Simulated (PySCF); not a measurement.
A structure optimised at B3LYP-D3(BJ)/def2-SVP, used in a PySCF frequency run:

```
Al
F 1 1.6638
S 1 2.1747 2 118.34
H 3 1.3551 1 92.77 2 180.00
S 1 2.1782 2 119.00 3 180.00
H 5 1.3549 1 92.91 2 0.00
```
Charge 0, spin multiplicity 1.

Question: Write its SMILES, formula and point group.

Answer: [F][Al]([SH])[SH], AlFH₂S₂, Cs

Question: What are its rotational constants (standard atomic weights)?

Answer: 4.3933, 2.0835, 1.4132 GHz
